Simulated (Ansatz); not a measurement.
Start from `CCBO` and change one atom or group to get `CCBCN`.

Ansatz, PBE0-D4/def2-TZVP geometries, multiplicity 1. Each molecule was computed in one conformer, which needn't be the lowest.

```tsv
property	`CCBO`
size of the dipole moment (PBE/def2-TZVPP) / D	1.81
HOMO energy (PBE/def2-TZVPP) / eV	-6.85
LUMO energy (B3LYP/def2-TZVPP) / eV	-0.15
LUMO energy (PBE/def2-TZVPP) / eV	-0.90
HOMO energy (B3LYP/def2-TZVPP) / eV	-8.10
LUMO energy (PBE0/def2-TZVPP) / eV	0.11
```

Give the same properties after the change, and the shifts. (An estimate is asked.)

The calculation gave: 
```csv
property,`CCBCN`,shift
size of the dipole moment (PBE/def2-TZVPP) / D,1.33,-0.48
HOMO energy (PBE/def2-TZVPP) / eV,-5.21,1.64
LUMO energy (B3LYP/def2-TZVPP) / eV,-0.88,-0.73
LUMO energy (PBE/def2-TZVPP) / eV,-1.65,-0.75
HOMO energy (B3LYP/def2-TZVPP) / eV,-6.46,1.64
LUMO energy (PBE0/def2-TZVPP) / eV,-0.64,-0.75
```

With PBE0 the HOMO rises by 1.59 eV and the LUMO falls by 0.75 eV, so the gap narrows by about 2.34 eV. PBE moves the HOMO by 1.64 eV and ωB97M-V by 1.50 eV. Dipoles are sizes alone; their direction can turn.

B3LYP here is the variant with VWN-RPA as its local correlation; programs differ in this.
